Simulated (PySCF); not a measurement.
Ga(Cl)3 anion (Cl₃Ga), SMILES [Cl][Ga]([Cl])[Cl] (connectivity only; charge and spin as stated), charge -1, multiplicity 2.

Geometry: PBE0-D3(BJ)/def2-SVPD. The spin state was assumed, not searched. The isomer is the one that the SMILES or the coordinates give; other isomers of the formula were not compared.

Two levels are set side by side: PBE/def2-TZVPD (PySCF) and r2SCAN/def2-TZVPD (PySCF). Same geometry, gas phase. Differences are taken from unrounded values.

| quantity | r2SCAN |
|---|---|
| α-spin orbital gap (eV) | 4.30 |
| β-spin orbital gap (eV) | 4.01 |
| mean polarisability (bohr³) | 97.2 |

What does PBE give, and how far is it from r2SCAN? (Estimate from the structure and the level; the computed values follow.)


| quantity | PBE | PBE minus r2SCAN |
|---|---|---|
| α-spin orbital gap (eV) | 3.44 | -0.86 |
| β-spin orbital gap (eV) | 3.29 | -0.72 |
| mean polarisability (bohr³) | 104.6 | 7.4 |

Rough cost on one machine, each run with all the roots and properties that it gave: r2SCAN against PBE within a factor of 2.
